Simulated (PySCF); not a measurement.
pyridine-4-carbonitrile (C6H4N2), SMILES c1cnccc1C#N. Atoms are numbered in the order given.

```xyz
12

N      0.0000     0.0000     3.2032
C      0.0000     0.0000     2.0387
C      0.0000     0.0000     0.6033
C      0.0000    -1.2087    -0.1143
C      0.0000    -1.1453    -1.5097
N      0.0000     0.0000    -2.2005
C      0.0000     1.1453    -1.5097
C      0.0000     1.2087    -0.1143
H      0.0000    -2.1669     0.4066
H      0.0000    -2.0687    -2.0984
H      0.0000     2.0687    -2.0984
H      0.0000     2.1669     0.4066
```

Geometry: TPSSh-D3(BJ)/def2-SVP.

Two levels are set side by side: PBE/pcSseg-1 (PySCF) and KT2/pcSseg-1 (PySCF). GIAO shifts against NH3 (¹⁵N), TMS (¹H), TMS (¹³C) at the same level; non-relativistic, no solvent, atoms listed together averaged. Differences are taken from unrounded values.

```
quantity                   PBE
-----------------------  -----
δ(¹⁵N) of N1 (ppm)       331.7
δ(¹³C) of C2 (ppm)       124.3
δ(¹³C) of C3 (ppm)       124.8
δ(¹³C) of C4, C8 (ppm)   131.4
δ(¹³C) of C5, C7 (ppm)   157.7
δ(¹⁵N) of N6 (ppm)       379.8
δ(¹H) of H9, H12 (ppm)    7.54
δ(¹H) of H10, H11 (ppm)   9.26
```

Q: These are the PBE values. What does KT2 give? (The exact figures need the calculation; the answer reports its results.)

A: 
| quantity | KT2 | PBE minus KT2 |
|---|---|---|
| δ(¹⁵N) of N1 (ppm) | 308.6 | 23.1 |
| δ(¹³C) of C2 (ppm) | 115.9 | 8.4 |
| δ(¹³C) of C3 (ppm) | 117.3 | 7.4 |
| δ(¹³C) of C4, C8 (ppm) | 123.5 | 7.9 |
| δ(¹³C) of C5, C7 (ppm) | 148.1 | 9.5 |
| δ(¹⁵N) of N6 (ppm) | 351.4 | 28.3 |
| δ(¹H) of H9, H12 (ppm) | 7.36 | 0.18 |
| δ(¹H) of H10, H11 (ppm) | 8.97 | 0.29 |

Rough cost on one machine, each run with all the roots and properties that it gave: KT2 against PBE within a factor of 2.
